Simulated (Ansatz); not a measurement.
Cost and result for the atomization energy of AlH₅O₃Si (`O[SiH2][Al]([OH])[OH]`) (10 atoms, 9 bonds).

```xyz
10

O    -0.108    2.353    0.610
Si    0.382    1.408   -0.663
Al   -0.037   -0.919   -0.056
O     0.308   -2.247   -1.045
O    -0.721   -1.010    1.497
H    -0.468    1.878    1.361
H     1.822    1.675   -0.943
H    -0.358    1.819   -1.891
H     0.165   -3.171   -0.855
H    -0.986   -1.787    1.985
```

Charge 0, multiplicity 1. Geometry: relaxed with PBE0-D4/def2-TZVP. It is one conformer, not always the lowest. Program: Ansatz. All runs use 4 threads of an Arm Neoverse V2 on a shared host. Times are those of one run each, without the atoms' runs, and a repeat can differ threefold. Electronic energies, without spin–orbit coupling; frozen cores. CCSD(T)/CBS adds CCSD(T) − MP2 in def2-TZVPP to the MP2 limit, and its time is that of the two runs behind it. T1 = 0.013. B3LYP takes the VWN-RPA correlation (the form of Gaussian; ORCA's B3LYP/G).

CCSD(T)/CBS is a level of theory with its own doubt, some kJ/mol a heavy atom from the limit and from the frozen cores, so smaller differences don't rank the functionals.

```csv
level,functions,wall time,atomization (kcal/mol),difference from CCSD(T)/CBS,per bond
PBE-D4/def2-TZVPP (with forces),247,1.8 s,868.5,-1.7,-0.2
PBE0-D4/def2-TZVPP,247,2.2 s,848.2,-22.0,-2.4
B3LYP-D4/def2-TZVPP (with forces),247,3.3 s,857.5,-12.7,-1.4
r2SCAN-D4/def2-TZVPP (with forces),247,3.7 s,864.3,-5.9,-0.7
B2PLYP/def2-TZVPP,247,4.4 s,852.5,-17.7,-2.0
ωB97X-V/def2-TZVPP,247,6 s,865.3,-4.9,-0.6
ωB97M-V/def2-TZVPP (with forces),247,9.5 s,863.9,-6.3,-0.7
MP2/def2-QZVPP,461,16 s,880.8,10.6,1.2
CCSD(T)/def2-TZVPP,247,110 s,841.5,-28.7,-3.2
CCSD(T)/CBS(def2),–,2.1 min,870.2,0.0,0.0
```

In def2-TZVPP, CCSD(T) changes the Hartree–Fock value by +232.3 kcal/mol (the triples alone add +13.1 kcal/mol) and MP2 by +254.3 kcal/mol; breaking electron pairs costs correlation energy, which Hartree–Fock lacks. The D4 term adds +7.1 kcal/mol with B3LYP and +3.8 kcal/mol with PBE0; it sums over pairs of atoms, weighted by their polarisabilities, and B3LYP, whose exchange is more repulsive, gets the larger term. From PBE to PBE0 (25 % exact exchange), in def2-TZVPP and without D4, the atomization energy moves by −19.6 kcal/mol: exact exchange takes away binding that semilocal exchange gives to molecules.
